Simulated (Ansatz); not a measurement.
Total energies of ClF2HMoO2 (`[O]=[Mo]([OH])([F])([F])[Cl]`).

Z-matrix (Å, degrees):
```
Mo
O 1 1.848
F 1 1.852 2 87.5
Cl 1 2.284 2 89.2 3 -142.7
O 1 1.642 2 101.4 3 109.7
F 1 1.846 2 155.2 3 -67.0
H 2 0.962 1 129.9 3 68.6
```

Charge 0, multiplicity 1. Correlated methods include outer-core shells of Mo, which these sets cover unevenly. Mo takes the def2 core potential. The structure was optimised at the PBE0-D4/def2-TZVP level. It is one conformer, not always the lowest. Basis def2-TZVPP, the Gaussian-basis code of Ansatz.

RPA on PBE orbitals: Hartree–Fock energy of these orbitals -876.38406 Eh, correlation -2.57350 Eh (frozen core).

```
functional  energy without D4 (Eh)  D4 term (kJ/mol)
    r2SCAN              -879.41874              -4.5
   ωB97M-V              -879.31902                 –
```

(1) Give the same for LDA (SPW92), PBE, revPBE, BLYP, B97M-V, PBE0, B3LYP, r2SCANh, r2SCAN0, HSE06 (plane-wave form), BHLYP, CAM-B3LYP, LC-ωPBE, ωB97X-V, B2PLYP, PBE-QIDH. (Estimate.)

B3LYP takes the VWN-RPA correlation (the form of Gaussian; ORCA's B3LYP/G). HSE06 is the plane-wave form, built on full-range PBE exchange. The double hybrids freeze the cores in their second-order part.

Results:

(1) Computed: 
| functional | energy without D4 (Eh) | D4 term (kJ/mol) |
| --- | --- | --- |
| LDA (SPW92) | -875.64791 | – |
| PBE | -879.07024 | -19.2 |
| revPBE | -879.41766 | -52.9 |
| BLYP | -879.51527 | -41.7 |
| B97M-V | -879.31868 | – |
| PBE0 | -879.01663 | -16.2 |
| B3LYP | -879.57110 | -31.2 |
| r2SCANh | -879.35790 | -4.8 |
| r2SCAN0 | -879.26959 | -5.3 |
| HSE06 (plane-wave form) | -878.99451 | -15.2 |
| BHLYP | -879.22573 | -25.5 |
| CAM-B3LYP | -879.40445 | -16.6 |
| LC-ωPBE | -879.20820 | – |
| ωB97X-V | -879.29040 | – |
| B2PLYP | -879.13438 | – |
| PBE-QIDH | -878.82568 | – |

LC-ωPBE has ω = 0.4 bohr⁻¹.
